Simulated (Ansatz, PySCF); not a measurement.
Process, species as SMILES: N[Si](Br)(Br)Br + 3 [SiH4] (SiH4) -> N[SiH3] + 3 [SiH3]Br [bromosilane]
Structures are relaxed separately at B3LYP-D3(BJ)/def2-TZVP in Ansatz (a program for electronic structure), one conformer each, not searched for the lowest. Frequencies are from Ansatz or PySCF.
Geometry of the first species:
```
Si
N 1 1.6892
H 2 1.0080 1 120.73
H 2 1.0080 3 112.99 1 -153.88
Br 1 2.2154 2 107.85 3 164.41
Br 1 2.2154 2 107.85 3 43.72
Br 1 2.2308 2 115.05 3 -75.93
```
Charge 0, spin multiplicity 1.

Quantity: bond separation energy (0 K, with B3LYP-D3(BJ) harmonic zero-point energies), in eV. Cores are frozen in the correlated levels unless marked. No spin-orbit coupling. Frozen are the shells of the preceding noble gas and the d and f shells that filled before the atom's block. No relativistic terms. CBS marks a two-point X^-3 extrapolation of the correlation energy; Hartree-Fock from the larger set.

| level | program | bond separation energy (eV) |
|---|---|---|
| BLYP-D4/def2-TZVPD | Ansatz + dftd4 | … |
| PBE0/def2-SVP | Ansatz | 0.44 |
| PBE0-D3(BJ)/def2-TZVPD | Ansatz + dftd3 | 0.41 |
| PBE0/def2-TZVPD | Ansatz | 0.34 |
| BHLYP-D4/def2-TZVPD | Ansatz + dftd4 | … |
| LC-wPBE/def2-TZVPD | Ansatz | … |
| CCSD/def2-TZVPPD | Ansatz | 0.34 |
| CCSD(T)/CBS(def2-TZVPPD,def2-QZVPPD) | Ansatz | 0.36 |

Problem. Fill in the missing entries.

Solution. 
- BLYP-D4/def2-TZVPD, bond separation energy (eV): 0.52
- BHLYP-D4/def2-TZVPD, bond separation energy (eV): 0.40
- LC-wPBE/def2-TZVPD, bond separation energy (eV): 0.33
